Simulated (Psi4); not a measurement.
Pair of molecules, SMILES CN with SMILES C[SiH3] (the first has 7 atoms); geometry from B3LYP-D3(BJ)/def2-TZVP, rigid monomers moved along the line of their centres of mass till H6···Si9 is 2.99 Å.
(charge 0, multiplicity 1):
```tsv
atom	x (Å)	y (Å)	z (Å)
C	-0.9787	0.2707	0.0891
N	0.4280	0.1575	0.4703
H	-1.2348	-0.5492	-0.5836
H	-1.1271	1.2007	-0.4617
H	-1.6881	0.2560	0.9270
H	0.5962	-0.7062	0.9716
H	0.6962	0.9170	1.0842
C	1.4303	-0.1430	3.8908
Si	-0.4309	-0.0156	3.6908
H	1.7033	-1.0808	4.3781
H	1.8101	0.6769	4.5033
H	1.9388	-0.1052	2.9261
H	-0.9501	-1.1330	2.8656
H	-0.8045	1.2602	3.0337
H	-1.0947	-0.0683	5.0161
```

Method: Psi4 with SAPT0/jun-cc-pV(D+d)Z.

### Question
Which attractive term is largest, and how does the interaction split up?

### Answer
electrostatics -125.0, exchange 341.9, induction -33.1, dispersion -146.5, total 37.2 meV; the largest attraction is dispersion.
